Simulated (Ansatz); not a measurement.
`C#[C][SnH2][F]` and `C#[C][SnH]([CH3])[F]` differ in one atom or group.

Ansatz, PBE0-D4/def2-TZVP geometries, multiplicity 1. 

Elements past krypton have def2 core potentials.

```json
{"property": "ideal-gas entropy at 298 K and 1 bar (rigid rotor, harmonic PBE0-D4/def2-TZVP) / J/(mol·K)", "`C#[C][SnH2][F]`": "329"}
{"property": "HOMO–LUMO gap (B3LYP/def2-TZVPP) / eV", "`C#[C][SnH2][F]`": "6.92"}
{"property": "LUMO energy (ωB97M-V/def2-TZVPP) / eV", "`C#[C][SnH2][F]`": "0.61"}
{"property": "HOMO energy (PBE0/def2-TZVPP) / eV", "`C#[C][SnH2][F]`": "-8.51"}
{"property": "HOMO energy (ωB97M-V/def2-TZVPP) / eV", "`C#[C][SnH2][F]`": "-10.76"}
{"property": "LUMO energy (PBE/def2-TZVPP) / eV", "`C#[C][SnH2][F]`": "-1.92"}
```

Problem. Give the same properties after the change, and the shifts. (An estimate is asked.)

Solution. Computed: 
```csv
property,`C#[C][SnH]([CH3])[F]`,shift
"ideal-gas entropy at 298 K and 1 bar (rigid rotor, harmonic PBE0-D4/def2-TZVP) / J/(mol·K)",376,47
HOMO–LUMO gap (B3LYP/def2-TZVPP) / eV,7.07,0.15
LUMO energy (ωB97M-V/def2-TZVPP) / eV,0.99,0.38
HOMO energy (PBE0/def2-TZVPP) / eV,-8.28,0.23
HOMO energy (ωB97M-V/def2-TZVPP) / eV,-10.50,0.26
LUMO energy (PBE/def2-TZVPP) / eV,-1.57,0.35
```

With PBE0 the HOMO rises by 0.23 eV and the LUMO rises by 0.37 eV, so the gap widens by about 0.14 eV. PBE moves the HOMO by 0.22 eV and ωB97M-V by 0.26 eV. The zero-point energy changes by 76.7 kJ/mol with +9 modes.

B3LYP here is the variant with VWN-RPA as its local correlation; programs differ in this.
